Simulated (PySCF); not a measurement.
C$_{6}$H$_{12}$BO$_{2}$, charge +2, doublet, geometry from GFN2-xTB of the parent state (a state made from the parent by changing its charge; the spin is typed, not shown lowest); PySCF with DF-BLYP/3-21G.

The PySCF input:
```python
from pyscf import gto, scf, dft

mol = gto.M(
    atom='''
C     1.49202579    1.21349012   -0.64470143
C     0.79342459   -0.05676484   -0.21146057
C     1.32126196   -1.26917907   -0.93992452
O     1.20805843   -0.24802578    1.26640390
B     0.08172798    0.01706875    1.77838249
O    -1.08704255    0.27329974    1.36687474
C    -0.80952369    0.05340257   -0.13885228
C    -1.54379516   -1.22430206   -0.48178847
C    -1.40301144    1.25210583   -0.83892589
H     2.56542186    1.08621440   -0.52444815
H     1.18631217    2.06958749   -0.04996221
H     1.28877669    1.41363096   -1.69324165
H     0.93776721   -2.19915933   -0.53375553
H     2.40548611   -1.28784483   -0.86298552
H     1.05365341   -1.20402808   -1.99174852
H    -2.60175074   -1.09380162   -0.26606015
H    -1.43738874   -1.44466833   -1.54052334
H    -1.18407259   -2.06911976    0.09869495
H    -0.98470160    2.18935716   -0.48752644
H    -1.23293681    1.16658505   -1.90941809
H    -2.47562624    1.27319618   -0.66324802
''',
    basis='3-21g',
    charge=2,
    spin=1,
    verbose=4,
)

mf = dft.ROKS(mol)
mf.xc = 'blyp'
mf = mf.density_fit(auxbasis='def2-universal-jkfit')
mf.kernel()
```

### Question
Write the output that PySCF gives for this input, abridged.

### Answer

```
PySCF version 2.14.0

[INPUT] verbose = 4
[INPUT] num. atoms = 21
[INPUT] num. electrons = 67
[INPUT] charge = 2
[INPUT] spin (= nelec alpha-beta = 2S) = 1
[INPUT] symmetry False subgroup None
[INPUT] Mole.unit = angstrom
[INPUT] Symbol           X                Y                Z      unit          X                Y                Z       unit  Magmom
[INPUT]  1 C      1.492025790000   1.213490120000  -0.644701430000 AA    2.819520113888   2.293163981666  -1.218309134815 Bohr   0.0
[INPUT]  2 C      0.793424590000  -0.056764840000  -0.211460570000 AA    1.499355175595  -0.107270001105  -0.399602563444 Bohr   0.0
[INPUT]  3 C      1.321261960000  -1.269179070000  -0.939924520000 AA    2.496823243206  -2.398400845330  -1.776199920563 Bohr   0.0
[INPUT]  4 O      1.208058430000  -0.248025780000   1.266403900000 AA    2.282899575172  -0.468700796032   2.393156534081 Bohr   0.0
[INPUT]  5 B      0.081727980000   0.017068750000   1.778382490000 AA    0.154443498914   0.032255262789   3.360655850822 Bohr   0.0
[INPUT]  6 O     -1.087042550000   0.273299740000   1.366874740000 AA   -2.054212705249   0.516461658515   2.583018905186 Bohr   0.0
[INPUT]  7 C     -0.809523690000   0.053402570000  -0.138852280000 AA   -1.529778065447   0.100916231648  -0.262392780971 Bohr   0.0
[INPUT]  8 C     -1.543795160000  -1.224302060000  -0.481788470000 AA   -2.917350044829  -2.313595587141  -0.910448258273 Bohr   0.0
[INPUT]  9 C     -1.403011440000   1.252105830000  -0.838925890000 AA   -2.651307371232   2.366137097671  -1.585340170907 Bohr   0.0
[INPUT] 10 H      2.565421860000   1.086214400000  -0.524448150000 AA    4.847944709372   2.052647728559  -0.991063370035 Bohr   0.0
[INPUT] 11 H      1.186312170000   2.069587490000  -0.049962210000 AA    2.241805099538   3.910953546926  -0.094414893478 Bohr   0.0
[INPUT] 12 H      1.288776690000   1.413630960000  -1.693241650000 AA    2.435434979823   2.671375355606  -3.199762981207 Bohr   0.0
[INPUT] 13 H      0.937767210000  -2.199159330000  -0.533755530000 AA    1.772123195497  -4.155808837982  -1.008651769172 Bohr   0.0
[INPUT] 14 H      2.405486110000  -1.287844830000  -0.862985520000 AA    4.545709944345  -2.433674019637  -1.630806282265 Bohr   0.0
[INPUT] 15 H      1.053653410000  -1.204028080000  -1.991748520000 AA    1.991116375114  -2.275283317486  -3.763859211808 Bohr   0.0
[INPUT] 16 H     -2.601750740000  -1.093801620000  -0.266060150000 AA   -4.916596342984  -2.066985496406  -0.502780816161 Bohr   0.0
[INPUT] 17 H     -1.437388740000  -1.444668330000  -1.540523340000 AA   -2.716271053134  -2.730027484533  -2.911167201100 Bohr   0.0
[INPUT] 18 H     -1.184072590000  -2.069119760000   0.098694950000 AA   -2.237572906704  -3.910069665326   0.186506425378 Bohr   0.0
[INPUT] 19 H     -0.984701600000   2.189357160000  -0.487526440000 AA   -1.860816338421   4.137285421256  -0.921291450084 Bohr   0.0
[INPUT] 20 H     -1.232936810000   1.166585050000  -1.909418090000 AA   -2.329912899795   2.204526245512  -3.608277247390 Bohr   0.0
[INPUT] 21 H     -2.475626240000   1.273196180000  -0.663248020000 AA   -4.678255580387   2.405992083042  -1.253357110460 Bohr   0.0

nuclear repulsion = 487.005727299675
number of shells = 69
number of NR pGTOs = 171
number of NR cGTOs = 105
basis = 3-21g
ecp = {}

******** <class 'pyscf.df.df_jk.DFROKS'> ********
method = DFROKS
initial guess = minao
damping factor = 0
level_shift factor = 0
DIIS = <class 'pyscf.scf.diis.CDIIS'>
diis_start_cycle = 1
diis_space = 8
diis_damp = 0
SCF conv_tol = 1e-09
SCF conv_tol_grad = None
SCF max_cycles = 50
direct_scf = False
num. doubly occ = 33  num. singly occ = 1
XC library pyscf.dft.libxc version 7.1.2
    S. Lehtola, C. Steigemann, M. J. T. Oliveira, and M. A. L. Marques,  SoftwareX 7, 1–5 (2018)
XC functionals = blyp
    A. D. Becke,  Phys. Rev. A 38, 3098 (1988)
    C. Lee, W. Yang, and R. G. Parr,  Phys. Rev. B 37, 785 (1988)
    B. Miehlich, A. Savin, H. Stoll, and H. Preuss,  Chem. Phys. Lett. 157, 200 (1989)
radial grids:
    Treutler-Ahlrichs [JCP 102, 346 (1995); DOI:10.1063/1.469408] (M4) radial grids

becke partition: Becke, JCP 88, 2547 (1988); DOI:10.1063/1.454033
pruning grids: <function nwchem_prune>
grids dens level: 3
symmetrized grids: False
atomic radii adjust function: <function treutler_atomic_radii_adjust>
small_rho_cutoff = 0
Set gradient conv threshold to 3.16228e-05
tot grids = 244616
init E= -409.448464315253
  HOMO = -0.351548361199952  LUMO = -0.152441581350469  gap/eV = 5.41797
cycle= 1 E= -407.634594513668  delta_E= 1.81  |g|= 1.09  |ddm|= 3.09
  HOMO = -0.617285315579121  LUMO = -0.60764169778464  gap/eV = 0.26242
cycle= 2 E= -406.016423018156  delta_E= 1.62  |g|=  2.9  |ddm|= 3.01
  HOMO = -0.652016061540348  LUMO = -0.549287467446713  gap/eV = 2.79539
cycle= 3 E= -407.827827455367  delta_E= -1.81  |g|= 0.582  |ddm|= 2.19
  HOMO = -0.653694529546066  LUMO = -0.514349112343791  gap/eV = 3.79178
cycle= 4 E= -407.915728259599  delta_E= -0.0879  |g|= 0.261  |ddm|= 0.819
  HOMO = -0.668713330669962  LUMO = -0.536411017555973  gap/eV = 3.60013
cycle= 5 E= -407.93102442227  delta_E= -0.0153  |g|= 0.0795  |ddm|= 0.355
  HOMO = -0.662219169973695  LUMO = -0.526734432189071  gap/eV = 3.68673
cycle= 6 E= -407.93329859975  delta_E= -0.00227  |g|= 0.0409  |ddm|= 0.173
  HOMO = -0.662465235441888  LUMO = -0.527641725826796  gap/eV = 3.66873
cycle= 7 E= -407.933894816411  delta_E= -0.000596  |g|= 0.0106  |ddm|= 0.042
  HOMO = -0.663178320626439  LUMO = -0.528457816682389  gap/eV = 3.66593
cycle= 8 E= -407.933933446968  delta_E= -3.86e-05  |g|= 0.00222  |ddm|= 0.0146
  HOMO = -0.663048809893163  LUMO = -0.52857979025898  gap/eV = 3.65909
cycle= 9 E= -407.933934261596  delta_E= -8.15e-07  |g|= 0.00135  |ddm|= 0.00364
  HOMO = -0.663073597978526  LUMO = -0.528555243153517  gap/eV = 3.66043
cycle= 10 E= -407.933934598417  delta_E= -3.37e-07  |g|= 0.000879  |ddm|= 0.00189
  HOMO = -0.663087832310448  LUMO = -0.528532732823396  gap/eV = 3.66143
cycle= 11 E= -407.933934628482  delta_E= -3.01e-08  |g|= 0.000791  |ddm|= 0.00144
  HOMO = -0.663085308306118  LUMO = -0.528577370165892  gap/eV = 3.66015
cycle= 12 E= -407.93393485037  delta_E= -2.22e-07  |g|= 9.12e-05  |ddm|= 0.000811
  HOMO = -0.663087315702332  LUMO = -0.52857433481066  gap/eV = 3.66028
cycle= 13 E= -407.933934851552  delta_E= -1.18e-09  |g|= 6.56e-05  |ddm|= 0.00016
  HOMO = -0.663087745819724  LUMO = -0.528575991727127  gap/eV = 3.66025
cycle= 14 E= -407.933934852785  delta_E= -1.23e-09  |g|= 2.99e-05  |ddm|= 4.78e-05
  HOMO = -0.663089067357591  LUMO = -0.528577904282508  gap/eV = 3.66024
cycle= 15 E= -407.933934853083  delta_E= -2.98e-10  |g|= 8.79e-06  |ddm|= 4.43e-05
  HOMO = -0.663088099120232  LUMO = -0.528576316805097  gap/eV = 3.66025
Extra cycle  E= -407.933934852629  delta_E= 4.54e-10  |g|= 3.85e-05  |ddm|= 5.11e-05
converged SCF energy = -407.933934852629
```
